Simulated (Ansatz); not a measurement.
Molecule: CHCl, charge 0, multiplicity 1. 
Coordinates optimised at B3LYP-D3(BJ)/def2-TZVP (Ansatz, an electronic-structure program):
```
C
H 1 1.1091
Cl 1 1.6972 2 102.31
```
Charge 0, spin multiplicity 1.

Property: atomisation energy (electronic, to ground-state atoms), in kJ/mol. Correlated levels leave the core frozen unless marked. UHF or UKS for open shells. Spin-orbit coupling is left out. No relativistic terms. FCI takes restricted orbitals. The coupled-cluster limit lacks core correlation, which all-electron functionals hold. CBS marks a two-point X^-3 extrapolation of the correlation energy; Hartree-Fock from the larger set (for Q and 5 zeta extrapolated as (X+1)exp(-9√X)).

The Hartree-Fock reference is unstable (checked in the largest basis), which strains HF and MP2. 

| level | program | atomisation energy (kJ/mol) |
|---|---|---|
| CCSD/def2-TZVPPD | Ansatz | ? |
| FCI/STO-3G | Ansatz | 647.5 |
| CCSD(T)/CBS(cc-pV(Q+d)Z,cc-pV(5+d)Z) | Ansatz | 758.4 |

Problem. Fill in the missing entries.

Solution. 
- CCSD/def2-TZVPPD, atomisation energy (kJ/mol): 707.7
